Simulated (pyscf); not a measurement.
Single points on ωB97X-D3(BJ)/def2-SVP structures (PySCF, gas phase). MP2 and CC: frozen core, UHF for open shells. ΔMP2 is the change of the MP2 total energy from the triple- to the quadruple-zeta basis.

SMILES: [SiH3][S][SnH3]
```xyz
9

Si    -2.2938     0.7442     0.1165
S     -1.0683    -0.8016     0.9299
Sn     0.7176    -0.5678    -0.6700
H     -3.6242     0.6654     0.7774
H     -2.4548     0.5661    -1.3573
H     -1.6986     2.0911     0.3505
H      2.0553    -1.3810    -0.0032
H      0.2210    -1.2656    -2.1442
H      1.0198     1.1005    -0.8660
```
Charge 0, spin multiplicity 1.

What is the homolytic dissociation enthalpy (298 K, CCSD(T)/def2-TZVPP + ΔMP2(QZVPP)) of the S–Sn bond of H₃Si–S–SnH₃, to H₃Si–S• + SnH₃•?

S–Sn to H₃Si–S• + SnH₃•: 74.9 kcal/mol. Other isomers of H₃Si–S• were not searched in full and may lie lower. The CCSD(T) − MP2 part came from Ansatz, without density fitting, on the same reference. The frozen core leaves the outer d or s,p core shells of the metals and heavy elements correlated in the MP2 and CC values, and def2-TZVPP describes them poorly, which can shift differences by a few kcal/mol. Elements past Kr carry the def2 core potentials, without spin-orbit coupling.
